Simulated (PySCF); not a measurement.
Br₂H₂O₂Si. Atoms are numbered in the order given.

```xyz
7

O     -0.0781     1.3784     1.5868
Si     0.0000     0.0000     0.6886
O      0.0781    -1.3784     1.5868
Br    -1.8345     0.0058    -0.5580
Br     1.8345    -0.0058    -0.5580
H      0.7405     1.6624     2.0145
H     -0.7405    -1.6624     2.0145
```
Charge 0, spin multiplicity 1.

Geometry optimised at B3LYP-D3(BJ)/def2-SVP. The structure was generated by enumeration, and PubChem lists no compound with its InChIKey, so it may never have been made. Other conformers were not sampled.

Computed with PBE0/def2-TZVP (PySCF).

The molecule is in vacuum.

Task: Estimate the frontier levels, gap, dipole moment and polarisability. (An estimate is asked for; the answer gives what the named calculation found.)

Result: 
The highest occupied level is -8.57 eV, the lowest empty level is -0.40 eV and the orbital gap comes out as 8.18 eV. The dipole moment is 1.76 D and the quadrupole, principal values (traceless, Buckingham form, about the centre of nuclear charge) comes out as -9.83, 3.87, 5.96 D·Å. The mean static polarisability comes out as 67.2 bohr³ (9.96 Å³). The polarisability, principal values is 56.0, 64.1, 81.6 bohr³.
